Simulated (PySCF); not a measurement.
Method: PySCF, PBE0, basis Mn def2-SVP, O def2-SVP, F def2-SVP (no relativity, density fitting).

```xyz
5
charge 0 multiplicity 1, angstrom
Mn   -0.0593    0.0000   -0.0419
O    -1.2946    0.0000    0.8659
O    -0.0351    1.2595   -0.9154
O    -0.0351   -1.2595   -0.9154
F     1.3217    0.0000    0.9346
```

MnO3F (singlet), along the line from Mn1 (at 0) through O2 (at 1.533 Å).

Tabulate the fields along this line at -0.46, -0.31, -0.15, 0.08, 0.23, 0.38, 0.54, 0.69, 0.84, 1.00, 1.15, 1.30, 1.46, 1.69, 1.84, 1.99, 2.15, 2.30, 2.45 Å.


```tsv
distance (Å)	electron density (e/Å³)	electron localisation function	electrostatic potential (V)
-0.46	10.3	0.838	109
-0.31	21.8	0.52	287
-0.15	154	0.731	1010
0.08	741	0.569	2870
0.23	32	0.134	510
0.38	14.5	0.708	175
0.54	5.86	0.674	74.7
0.69	2.57	0.357	40.1
0.84	2.12	0.441	29.8
1.00	2.96	0.738	37.5
1.15	4.89	0.653	76.5
1.30	8.73	0.11	208
1.46	217	0.995	1030
1.69	28.4	0.376	393
1.84	6.28	0.439	117
1.99	3.41	0.853	43.1
2.15	1.65	0.887	16.7
2.30	0.755	0.849	6.54
2.45	0.331	0.748	2.49
```

On a grid of 0.08 Å the density has a local minimum along the bond near 0.84 Å from Mn, at 2.12 e/Å³, where the ELF is 0.44.
